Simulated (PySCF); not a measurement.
C3H9Al, charge -1, doublet, at a GFN2-xTB geometry (such geometries of metal compounds can be far from the true shape) (a state made from the parent by changing its charge; the spin is typed, not shown lowest) (in this run its highest filled SCF level lies above zero, so its values depend strongly on the basis, on diffuse functions most of all), with bond 12-10 at 3.0 times its length; B3LYP/STO-3G (PySCF).

Input for PySCF:
```python
from pyscf import gto, scf, dft

mol = gto.Mole()
mol.atom = '''
    Al   -0.31345568    0.26070650    0.46689355
    C    -1.20837662   -1.44885398   -0.32477592
    H    -0.65953292   -1.91921404   -1.15429636
    H    -2.21794573   -1.24969512   -0.71502619
    H    -1.33776513   -2.24023004    0.42899583
    C    -0.03834955    1.50164128   -1.18677467
    H     0.51711093    1.04796697   -2.02116991
    H     0.51066905    2.42102643   -0.93280851
    H    -0.99227817    1.84111055   -1.61801717
    C     1.61529581   -0.35933302    0.96256457
    H     2.24295330    0.47155375    1.31874227
    H     3.30973253   -1.75192870   -1.50415609
    H     1.62018668   -1.09889706    1.77755562
'''
mol.basis = 'sto-3g'
mol.charge = -1
mol.spin = 1
mol.verbose = 4
mol.build()

mf = dft.UKS(mol)
mf.xc = 'b3lyp'
mf.kernel()
mo_i, mo_e, stable_i, stable_e = mf.stability(internal=True, external=False, return_status=True, nroots=6, tol=1e-6)
print('internally stable:', stable_i, ' externally stable:', stable_e)
if not stable_i:
    umf = mf.copy()
    umf.scf_summary = {}
    umf.kernel(umf.make_rdm1(mo_i, mf.mo_occ))
mf.analyze()
```

The log (banner, timings and long lists left out):

```
PySCF version 2.14.0

[INPUT] verbose = 4
[INPUT] num. atoms = 13
[INPUT] num. electrons = 41
[INPUT] charge = -1
[INPUT] spin (= nelec alpha-beta = 2S) = 1
[INPUT] symmetry False subgroup None
[INPUT] Mole.unit = angstrom
[INPUT] Symbol           X                Y                Z      unit          X                Y                Z       unit  Magmom
[...]
nuclear repulsion = 143.132465042581
number of shells = 23
number of NR pGTOs = 99
number of NR cGTOs = 33
basis = sto-3g
ecp = {}

******** <class 'pyscf.dft.uks.UKS'> ********
method = UKS
initial guess = minao
damping factor = 0
level_shift factor = 0
DIIS = <class 'pyscf.scf.diis.CDIIS'>
diis_start_cycle = 1
diis_space = 8
diis_damp = 0
SCF conv_tol = 1e-09
SCF conv_tol_grad = None
SCF max_cycles = 50
direct_scf = True
direct_scf_tol = 1e-13
number electrons alpha = 21  beta = 20
XC library pyscf.dft.libxc version 7.1.2
    S. Lehtola, C. Steigemann, M. J. T. Oliveira, and M. A. L. Marques,  SoftwareX 7, 1–5 (2018)
XC functionals = b3lyp
    P. J. Stephens, F. J. Devlin, C. F. Chabalowski, and M. J. Frisch,  J. Phys. Chem. 98, 11623 (1994)
radial grids:
    Treutler-Ahlrichs [JCP 102, 346 (1995); DOI:10.1063/1.469408] (M4) radial grids

becke partition: Becke, JCP 88, 2547 (1988); DOI:10.1063/1.454033
pruning grids: <function nwchem_prune>
grids dens level: 3
symmetrized grids: False
atomic radii adjust function: <function treutler_atomic_radii_adjust>
small_rho_cutoff = 0
Set gradient conv threshold to 3.16228e-05
tot grids = 149808
init E= -357.061761759949

cycle= 1 E= -357.238867013169  delta_E= -0.177  |g|= 0.538  |ddm|=  2.9
cycle= 2 E= -356.208411050322  delta_E= 1.03  |g|= 0.978  |ddm|= 2.67
cycle= 3 E= -357.390896470291  delta_E= -1.18  |g|= 0.304  |ddm|= 2.44
cycle= 4 E= -357.478190209035  delta_E= -0.0873  |g|= 0.0423  |ddm|= 0.634
cycle= 5 E= -357.481402343481  delta_E= -0.00321  |g|= 0.0447  |ddm|= 0.53
cycle= 6 E= -357.483770999045  delta_E= -0.00237  |g|= 0.0161  |ddm|= 0.189
cycle= 7 E= -357.483885474928  delta_E= -0.000114  |g|= 0.0146  |ddm|= 0.0927
cycle= 8 E= -357.484146459416  delta_E= -0.000261  |g|= 0.00404  |ddm|= 0.0433
cycle= 9 E= -357.484170123198  delta_E= -2.37e-05  |g|= 0.000632  |ddm|= 0.0147
cycle= 10 E= -357.48417307007  delta_E= -2.95e-06  |g|= 0.000807  |ddm|= 0.00667
cycle= 11 E= -357.484175205115  delta_E= -2.14e-06  |g|= 0.000571  |ddm|= 0.00339
cycle= 12 E= -357.484171009953  delta_E= 4.2e-06  |g|= 0.000428  |ddm|= 0.00839
cycle= 13 E= -357.484167009619  delta_E= 4e-06  |g|= 6.24e-05  |ddm|= 0.0198
cycle= 14 E= -357.4841670132  delta_E= -3.58e-09  |g|= 1.38e-05  |ddm|= 0.000546
cycle= 15 E= -357.484167013327  delta_E= -1.27e-10  |g|= 2.62e-06  |ddm|= 0.000116
Extra cycle  E= -357.484167013325  delta_E= 1.93e-12  |g|= 3.72e-06  |ddm|= 1.2e-05
converged SCF energy = -357.484167013325  <S^2> = 0.75302837  2S+1 = 2.0030261
uhf_internal: lowest eigs of H = [-0.06100121  0.21816392  0.23149023  0.24624882  0.30421689  0.35795653]
<class 'pyscf.dft.uks.UKS'> wavefunction has an internal instability
internally stable: False  externally stable: None

******** <class 'pyscf.dft.uks.UKS'> ********
method = UKS
initial guess = minao
damping factor = 0
level_shift factor = 0
DIIS = <class 'pyscf.scf.diis.CDIIS'>
diis_start_cycle = 1
diis_space = 8
diis_damp = 0
SCF conv_tol = 1e-09
SCF conv_tol_grad = None
SCF max_cycles = 50
direct_scf = True
direct_scf_tol = 1e-13
number electrons alpha = 21  beta = 20
XC library pyscf.dft.libxc version 7.1.2
    S. Lehtola, C. Steigemann, M. J. T. Oliveira, and M. A. L. Marques,  SoftwareX 7, 1–5 (2018)
XC functionals = b3lyp
    P. J. Stephens, F. J. Devlin, C. F. Chabalowski, and M. J. Frisch,  J. Phys. Chem. 98, 11623 (1994)
radial grids:
    Treutler-Ahlrichs [JCP 102, 346 (1995); DOI:10.1063/1.469408] (M4) radial grids

becke partition: Becke, JCP 88, 2547 (1988); DOI:10.1063/1.454033
pruning grids: <function nwchem_prune>
grids dens level: 3
symmetrized grids: False
atomic radii adjust function: <function treutler_atomic_radii_adjust>
small_rho_cutoff = 0
Set gradient conv threshold to 3.16228e-05
init E= -357.450834623245

cycle= 1 E= -357.464838601958  delta_E= -0.014  |g|= 0.148  |ddm|= 0.81
cycle= 2 E= -357.324772578759  delta_E= 0.14  |g|= 0.407  |ddm|= 1.13
cycle= 3 E= -357.485793904399  delta_E= -0.161  |g|= 0.0219  |ddm|= 0.941
cycle= 4 E= -357.486607947201  delta_E= -0.000814  |g|= 0.00626  |ddm|= 0.0871
cycle= 5 E= -357.486768846254  delta_E= -0.000161  |g|= 0.00363  |ddm|= 0.0432
cycle= 6 E= -357.486817934722  delta_E= -4.91e-05  |g|= 0.00238  |ddm|= 0.019
cycle= 7 E= -357.486871407335  delta_E= -5.35e-05  |g|= 0.00201  |ddm|= 0.0323
cycle= 8 E= -357.486898442857  delta_E= -2.7e-05  |g|= 0.000772  |ddm|= 0.0327
cycle= 9 E= -357.486900417411  delta_E= -1.97e-06  |g|= 0.000191  |ddm|= 0.00833
cycle= 10 E= -357.486900499267  delta_E= -8.19e-08  |g|= 3.41e-05  |ddm|= 0.0013
cycle= 11 E= -357.486900505578  delta_E= -6.31e-09  |g|= 5.36e-06  |ddm|= 0.00047
cycle= 12 E= -357.486900505973  delta_E= -3.96e-10  |g|= 1.03e-06  |ddm|= 0.000154
Extra cycle  E= -357.486900505971  delta_E= 1.71e-12  |g|= 1.89e-06  |ddm|= 7.18e-06
converged SCF energy = -357.486900505971  <S^2> = 1.1311468  2S+1 = 2.350444
**** SCF Summaries ****
Total Energy =                        -357.484167013324964
Nuclear Repulsion Energy =             143.132465042580719
One-electron Energy =                 -787.291024785734407
Two-electron Energy =                  286.674392729828696
Two-electron Coulomb Energy =          325.470612119190264
DFT Exchange-Correlation Energy =      -38.796219389361568
**** MO energy ****
                             alpha | beta                alpha | beta
[...]
To work with the spin densities directly, `use mulliken_meta_spin()` only printing them here.

 ** Mulliken spin pop alpha/beta on meta-lowdin orthogonal AOs **
 ** Mulliken Spin Density (per AO)  **
spin_pop of  0 Al 1s        0.00000
spin_pop of  0 Al 2s       -0.00000
spin_pop of  0 Al 3s        0.03469
spin_pop of  0 Al 2px      -0.00001
spin_pop of  0 Al 2py      -0.00000
spin_pop of  0 Al 2pz       0.00004
spin_pop of  0 Al 3px       0.00236
spin_pop of  0 Al 3py       0.00841
spin_pop of  0 Al 3pz       0.04457
spin_pop of  1 C 1s        0.00000
spin_pop of  1 C 2s        0.00147
spin_pop of  1 C 2px       0.00113
spin_pop of  1 C 2py       0.00329
spin_pop of  1 C 2pz       0.00080
spin_pop of  2 H 1s        0.00077
spin_pop of  3 H 1s       -0.00027
spin_pop of  4 H 1s       -0.00023
spin_pop of  5 C 1s        0.00000
spin_pop of  5 C 2s        0.00147
spin_pop of  5 C 2px       0.00027
spin_pop of  5 C 2py       0.00189
spin_pop of  5 C 2pz       0.00305
spin_pop of  6 H 1s        0.00077
spin_pop of  7 H 1s       -0.00023
spin_pop of  8 H 1s       -0.00027
spin_pop of  9 C 1s        0.00000
spin_pop of  9 C 2s        0.01715
spin_pop of  9 C 2px      -0.01847
spin_pop of  9 C 2py       0.00217
spin_pop of  9 C 2pz       0.04679
spin_pop of  10 H 1s       -0.00022
spin_pop of  11 H 1s        0.84883
spin_pop of  12 H 1s       -0.00022
 ** Mulliken Spin Density (per atom)  **
spin density of  0 Al =      0.09006
spin density of  1 C =      0.00669
spin density of  2 H =      0.00077
spin density of  3 H =     -0.00027
spin density of  4 H =     -0.00023
spin density of  5 C =      0.00669
spin density of  6 H =      0.00077
spin density of  7 H =     -0.00023
spin density of  8 H =     -0.00027
spin density of  9 C =      0.04764
spin density of  10 H =     -0.00022
spin density of  11 H =      0.84883
spin density of  12 H =     -0.00022
 ** Mulliken pop alpha/beta on meta-lowdin orthogonal AOs **
 ** Mulliken pop       alpha | beta **
[...]
In total            21.00000 | 20.00000
 ** Mulliken atomic charges   ( Nelec_alpha | Nelec_beta ) **
charge of  0Al =      0.39997  (     6.34505      6.25498 )
charge of  1C =     -0.33640  (     3.17154      3.16485 )
charge of  2H =     -0.00199  (     0.50138      0.50061 )
charge of  3H =     -0.02426  (     0.51199      0.51227 )
charge of  4H =     -0.01849  (     0.50913      0.50936 )
charge of  5C =     -0.33640  (     3.17154      3.16486 )
charge of  6H =     -0.00199  (     0.50138      0.50061 )
charge of  7H =     -0.01849  (     0.50913      0.50936 )
charge of  8H =     -0.02426  (     0.51199      0.51227 )
charge of  9C =     -0.38107  (     3.21435      3.16671 )
charge of  10H =     -0.05315  (     0.52647      0.52668 )
charge of  11H =     -0.15033  (     0.99958      0.15075 )
charge of  12H =     -0.05315  (     0.52647      0.52669 )

WARN: System has nonzero charge -1; the dipole moment is origin-dependent.
Location of origin: [0. 0. 0.]

Dipole moment(X, Y, Z, Debye): -4.74482,  2.48890,  2.07871
```
